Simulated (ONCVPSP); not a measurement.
# What one change does to a pseudopotential (antimony, ONCV)

```json
{
  "Element": "antimony",
  "Generator": "ONCVPSP 4.0.1",
  "Type": "optimised norm-conserving Vanderbilt (ONCV)",
  "Functional": "LDA (Perdew-Zunger)",
  "Relativity": "scalar-relativistic",
  "Frozen core": "[Ar] 3d10",
  "Valence charge": "23",
  "Reference configuration": "4s2 4p6 4d10 5s2 5p3",
  "Partial waves": "4s+5s: rc 1.30 bohr, ncon 3, nbas 8, qcut 10.5 1/bohr, 2 projectors; 4p+5p: rc 1.10 bohr, ncon 4, nbas 7, qcut 12.6 1/bohr, 2 projectors; 4d: rc 1.15 bohr, ncon 4, nbas 8, qcut 16 1/bohr, 2 projectors, debl 0.4 Ha",
  "Local potential": "polynomial inside 1.00 bohr (lpopt 4, dvloc0 0 Ha)",
  "Core correction": "Teter function, fcfact 5.5, rcfact 1.4"
}
```

In the d channel the program set the typed energies aside and used -1.233, 0.250 Ha.

Change: d: rc 1.6.

Cutoffs: the cutoffs (Ha) at which the residual kinetic energy of the hardest occupied pseudo-wave falls to 1 and 0.1 mHa per electron; they do not see the model core or the augmentation charge, which bear on the density cutoff. Errors are all-electron minus pseudo energies relative to the spin-unpolarised reference configuration.

Task: What does the change do?

Result: The potential gets harder (57 Ha and 70 Ha → 69 Ha and 79 Ha); a bound ghost appears in d, which as a rule spoils a file; of the 4 tests that both files solve, the error grows in 0 and shrinks in 1 by more than 15 % and 0.3 meV (median size 4.3 → 3.8 meV).

| quantity | base | changed |
| --- | --- | --- |
| cutoff, loose | 57 Ha | 69 Ha |
| cutoff, tight | 70 Ha | 79 Ha |
| loose cutoff by channel | s 38 Ha, p 57 Ha, d 56 Ha | s 38 Ha, p 57 Ha, d 69 Ha |
| bound ghosts | none | d |
| GHOST(+) flags under 300 eV | none | none |
| error for 4s2 4p6 4d10 5s2 5p2, meV [ΔE 8.52 eV] | -1.5 | -1.5 |
| error for 4s2 4p6 4d10 5s2 5p1, meV [ΔE 24.77 eV] | -4.5 | -4.4 |
| error for 4s2 4p6 4d10 5s2 5p0, meV [ΔE 49.56 eV] | -9.4 | -8.6 |
| error for 4s2 4p6 4d10 5s0 5p5, meV [ΔE 16.65 eV] | -4.0 | -3.2 |
| s: phases at 1.32 bohr within 0.05 rad from the reference energy up to (Ha; the scan ends near 5) | to the end of the scan | to the end of the scan |
| p: phases at 1.11 bohr within 0.05 rad from the reference energy up to (Ha; the scan ends near 5) | to the end of the scan | to the end of the scan |
| rms error of d²Exc/dni dnj with the model core, mHa | 0.79 | 0.74 |

 A true bound ghost makes a file unfit for plane-wave use even where its test errors are small: the radial tests pick states by their node count and pass the ghost by.
